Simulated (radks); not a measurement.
Polarisabilities and homonuclear dispersion coefficients (atomic units). Calculated with a radial shooting solver on a logarithmic mesh with Libxc functionals: scalar-relativistic Kohn-Sham, LDA (Slater exchange, Perdew-Wang correlation), spin-polarised, spherical densities, finite nucleus; Fermi nuclear charge, rms radius of each element as measured or else 0.836 A^(1/3) + 0.57 fm. Response by self-consistent Sternheimer equations with the Hartree and adiabatic LDA kernel, the relativistic mass of each level held fixed and spin-orbit coupling left out. For heavy and open-shell atoms this level of theory can miss by tens of per cent. "Uncoupled" leaves out the induced potential. Quadrupole and octupole values are given only where no p, d or f shell is open.

species  configuration  alpha1 (bohr^3)  alpha1, uncoupled  alpha2 (bohr^5)  alpha3 (bohr^7)     C6     C8  recommended alpha1
Cd       [Kr] 4d10 5s2            44.67              84.80            404.7             6853  395.8  19540            46 +/- 2
In+      [Kr] 4d10 5s2            22.77              43.79            119.2             1192  155.4   4657                   -
Sn2+     [Kr] 4d10 5s2            14.37              27.32            52.74            377.5  80.64   1745                   -
Sb3+     [Kr] 4d10 5s2            10.01              18.75            28.14            156.8  47.80  808.2                   -
Te4+     [Kr] 4d10 5s2            7.401              13.65            16.76            76.31  30.71  424.9                   -
I5+      [Kr] 4d10 5s2            5.690              10.35            10.73            41.29  20.85  243.2                   -
Xe6+     [Kr] 4d10 5s2            4.502              8.082            7.238            24.13  14.74  148.0                   -
Cs7+     [Kr] 4d10 5s2            3.640              6.460            5.079            14.98  10.75  94.43                   -
Ba8+     [Kr] 4d10 5s2            2.995              5.259            3.675            9.783  8.040  62.52                   -

Recommended values: Schwerdtfeger and Nagle, table of static dipole polarisabilities (2023 update), measured or computed.
